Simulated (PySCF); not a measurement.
Parent: `[F:1][P:2]([F:3])[PH2:4]` with F1–P2–P4–H 174° and 81°, F2H2P2.

Method used: PBE0-D3(BJ)/def2-SVP geometry optimisation, gas phase (PySCF). One conformer each, not checked by frequencies here.

```csv
coordinate of the parent,value
F1–P2,1.614 Å
P2–F3,1.614 Å
P2–P4,2.239 Å
F1–P2–F3,99.0°
F1–P2–P4,96.0°
F3–P2–P4,96.2°
```

**Question.** How does the shared frame change in `[F:1][P:2]([F:3])[GeH3:4]`, F2GeH3P? Atoms pair as F1 = F1, P2 = P2, F3 = F3 (parent first).

**Answer.** 
| parent | relative | value in the relative | change |
| --- | --- | --- | --- |
| F1–P2 | F1–P2 | 1.624 Å | +0.010 |
| P2–F3 | P2–F3 | 1.622 Å | +0.008 |
| F1–P2–F3 | F1–P2–F3 | 98.7° | -0.3 |

Of the parent's bonds, F1–P2 changes most (+0.010 Å). Bonds of the relative outside the shared frame: P2–Ge4 2.360 Å.
